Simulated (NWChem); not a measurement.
Molecule: CH3BCl2O; SMILES O(B(Cl)Cl)C

```xyz
8

B     -0.0931     0.1643     0.0000
Cl    -0.3503     1.9101     0.0000
Cl     1.5687    -0.4687     0.0000
O     -1.1755    -0.6320     0.0000
C     -1.1724    -2.0541     0.0000
H     -1.7131    -2.4097     0.8999
H     -1.7131    -2.4097    -0.8999
H     -0.1427    -2.4649     0.0000
```
Atoms are numbered in this order, from 1.

Results from NWChem. Pople sets run with spherical d functions. STO-3G and 3-21G are far too small for this property and stand as cheap habits. Geometry: optimised at PBE-D3(BJ)/def2-SVP. B3LYP is NWChem's, with the RPA form of VWN correlation. Field at 589 nm.

```tsv
level	isotropic polarisability (bohr³)	anisotropy (bohr³)
B3LYP/STO-3G	23.1	22.2
B3LYP/6-31G*	45.5	26.9
B3LYP/def2-SVP	44.2	22.3
B3LYP/def2-SVPD	61.1	?
B3LYP/aug-cc-pVDZ	61.0	24.2
```

### Question
Complete the blanks.

### Answer

- B3LYP/def2-SVPD, anisotropy (bohr³): 23.3
